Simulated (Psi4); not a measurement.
Conformational energy of C₃H₄OSi, SMILES C#C[SiH2]C=O. Scanned: dihedral C2–Si3–C4–O5; all other coordinates were relaxed at GFN2-xTB. Points at φ and −φ are mirror images. Heavy atoms are numbered in the order of the SMILES C#C[SiH2]C=O, hydrogens after them in the order of the atoms that carry them; the mirror image has the same energies with the sign of each dihedral reversed.

- PBE/def2-TZVP // GFN2-xTB (Psi4)
- PBE-D3(BJ)/def2-TZVP // GFN2-xTB (Psi4)
- MP2/cc-pVTZ = DF-MP2 (frozen core)/cc-pVTZ // GFN2-xTB run with Psi4

Energies relative to the lowest point of each profile, in kJ/mol; the last columns give the difference from MP2:

| φ / ° | PBE/def2-TZVP | PBE-D3(BJ)/def2-TZVP | MP2/cc-pVTZ | PBE/def2-TZVP − MP2/cc-pVTZ | PBE-D3(BJ)/def2-TZVP − MP2/cc-pVTZ |
|---|---|---|---|---|---|
| -160 | 0.06 | 0.06 | 0.06 | -0.01 | 0.00 |
| -140 | 0.23 | 0.24 | 0.18 | 0.05 | 0.06 |
| -120 | 0.85 | 0.86 | 0.65 | 0.20 | 0.21 |
| -100 | 2.10 | 2.10 | 1.66 | 0.44 | 0.44 |
| -80 | 3.74 | 3.73 | 2.97 | 0.77 | 0.76 |
| -60 | 4.75 | 4.73 | 3.81 | 0.94 | 0.91 |
| -40 | 4.24 | 4.21 | 3.61 | 0.63 | 0.60 |
| -20 | 2.75 | 2.72 | 2.64 | 0.11 | 0.08 |
| 0 | 1.96 | 1.91 | 2.09 | -0.13 | -0.17 |
| 20 | 2.75 | 2.72 | 2.64 | 0.11 | 0.08 |
| 40 | 4.24 | 4.21 | 3.61 | 0.63 | 0.60 |
| 60 | 4.75 | 4.73 | 3.81 | 0.94 | 0.91 |
| 80 | 3.74 | 3.73 | 2.97 | 0.77 | 0.76 |
| 100 | 2.10 | 2.10 | 1.66 | 0.44 | 0.44 |
| 120 | 0.85 | 0.86 | 0.65 | 0.20 | 0.21 |
| 140 | 0.23 | 0.24 | 0.18 | 0.05 | 0.06 |
| 160 | 0.06 | 0.06 | 0.06 | -0.01 | 0.00 |
| 180 | 0.00 | 0.00 | 0.00 | 0.00 | 0.00 |

PBE/def2-TZVP is furthest from MP2/cc-pVTZ at -60 (0.94 kJ/mol, above); its mean absolute difference over the points is 0.36 kJ/mol.

PBE-D3(BJ)/def2-TZVP is furthest from MP2/cc-pVTZ at -60 (0.91 kJ/mol, above); its mean absolute difference over the points is 0.35 kJ/mol.
